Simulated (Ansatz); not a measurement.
`B[SiH](C)C` + `C[SiH](O)Br` → `BO[SiH](C)Br` + `C[SiH2]C`  (cleavage of the B–Si bond)

Gas-phase electronic energies from Ansatz, PBE0-D4/def2-TZVP geometries. CBS: MP2 limit from def2 TZ/QZ plus the TZ coupled-cluster correction, frozen cores. DFT in def2-TZVPP. B3LYP here is the variant with VWN-RPA as its local correlation; programs differ in this. For Br outer-core shells are correlated without core-valence functions, which leaves a few kJ/mol of doubt a bond. Scalar relativity is left out up to krypton. Each species was taken in one conformer, which may not be the lowest.

```json
{"level": "PBE-D4", "ΔE (kJ/mol)": "-156.4", "difference from CCSD(T)/CBS": "8.8"}
{"level": "r2SCAN-D4", "ΔE (kJ/mol)": "-164.7", "difference from CCSD(T)/CBS": "0.5"}
{"level": "PBE0-D4", "ΔE (kJ/mol)": "-158.9", "difference from CCSD(T)/CBS": "6.3"}
{"level": "B3LYP-D4", "ΔE (kJ/mol)": "-170.9", "difference from CCSD(T)/CBS": "-5.7"}
{"level": "ωB97X-V", "ΔE (kJ/mol)": "-164.8", "difference from CCSD(T)/CBS": "0.4"}
{"level": "ωB97M-V", "ΔE (kJ/mol)": "-169.4", "difference from CCSD(T)/CBS": "-4.2"}
{"level": "B2PLYP", "ΔE (kJ/mol)": "-172.0", "difference from CCSD(T)/CBS": "-6.8"}
{"level": "PBE", "ΔE (kJ/mol)": "-156.0", "difference from CCSD(T)/CBS": "9.2"}
{"level": "r2SCAN", "ΔE (kJ/mol)": "-164.6", "difference from CCSD(T)/CBS": "0.6"}
{"level": "PBE0", "ΔE (kJ/mol)": "-158.5", "difference from CCSD(T)/CBS": "6.7"}
{"level": "B3LYP", "ΔE (kJ/mol)": "-170.2", "difference from CCSD(T)/CBS": "-5.0"}
{"level": "HF/def2-TZVPP", "ΔE (kJ/mol)": "-177.8", "difference from CCSD(T)/CBS": "-12.6"}
{"level": "MP2/def2-TZVPP", "ΔE (kJ/mol)": "-172.0", "difference from CCSD(T)/CBS": "-6.8"}
{"level": "SCS-MP2/def2-TZVPP", "ΔE (kJ/mol)": "-172.8", "difference from CCSD(T)/CBS": "-7.6"}
{"level": "CCSD/def2-TZVPP", "ΔE (kJ/mol)": "-166.8", "difference from CCSD(T)/CBS": "-1.6"}
{"level": "CCSD(T)/def2-TZVPP", "ΔE (kJ/mol)": "-166.6", "difference from CCSD(T)/CBS": "-1.4"}
{"level": "HF/def2-QZVPP", "ΔE (kJ/mol)": "-179.1", "difference from CCSD(T)/CBS": "-13.9"}
{"level": "MP2/def2-QZVPP", "ΔE (kJ/mol)": "-171.6", "difference from CCSD(T)/CBS": "-6.4"}
{"level": "SCS-MP2/def2-QZVPP", "ΔE (kJ/mol)": "-172.4", "difference from CCSD(T)/CBS": "-7.2"}
{"level": "HF/CBS(def2)", "ΔE (kJ/mol)": "-179.3", "difference from CCSD(T)/CBS": "-14.1"}
{"level": "MP2/CBS(def2)", "ΔE (kJ/mol)": "-170.6", "difference from CCSD(T)/CBS": "-5.4"}
{"level": "CCSD/CBS(def2)", "ΔE (kJ/mol)": "-165.4", "difference from CCSD(T)/CBS": "-0.2"}
{"level": "CCSD(T)/CBS", "ΔE (kJ/mol)": "-165.2", "difference from CCSD(T)/CBS": "0"}
```

Largest T1 diagnostic among the species: 0.010.

In def2-TZVPP, CCSD(T) changes the Hartree–Fock value by +11.2 kJ/mol (the triples alone add +0.2 kJ/mol) and MP2 by +5.8 kJ/mol.
